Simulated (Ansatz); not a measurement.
Gas-phase electronic energies from Ansatz, PBE0-D4/def2-TZVP geometries. CCSD(T)/CBS adds triple-zeta CCSD(T) − MP2 to the extrapolated MP2 energy (def2 sets, frozen cores). This one scheme is used for every species. DFT in def2-TZVPP. HSE06 is defined as in plane-wave codes. One conformer a species, not always the lowest.

Reaction (redistribution): `O[Si]1(Cl)CO1` + `C[Si](O)(O)F` → `O[Si]1(O)CO1` + `C[Si](O)(F)Cl`

(1) Is it downhill or uphill in electronic energy at CCSD(T)/CBS, and by how much? (Estimate.)

(2) What do these levels give: PBE-D4, r2SCANh-D4, HSE06-D4, BHLYP-D4, ωB97X-V, B2PLYP, PBE-QIDH, revPBE, r2SCAN, HSE06, LC-ωPBE, HF/CBS(def2)? (An estimate is asked.)

(3) What do rigid-rotor, harmonic-oscillator terms from PBE0-D4/def2-TZVP frequencies (298.15 K, 1 bar) make of the CCSD(T)/CBS value? (Estimate.)

Largest T1 diagnostic among the species: 0.012.

Results:

(1) The calculation gave: Downhill: ΔE = -1.0 kcal/mol.

(2) Computed: PBE-D4 -0.9, r2SCANh-D4 -1.2, HSE06-D4 -1.1, BHLYP-D4 -1.1, ωB97X-V -1.1, B2PLYP -0.9, PBE-QIDH -1.1, revPBE -0.9, r2SCAN -1.2, HSE06 -1.0, LC-ωPBE -1.1, HF/CBS(def2) -1.4 kcal/mol.

(3) Computed: ΔZPE = +0.1 kcal/mol, ΔH = -0.9 kcal/mol, ΔS = 0 J/(mol·K), ΔG = -0.9 kcal/mol.

Leaving LDA and LC-ωPBE aside and taking each functional with its dispersion term where it has one, the values, not all of them listed here, spread over 0.3 kcal/mol, from r2SCAN0-D4 to BLYP-D4.
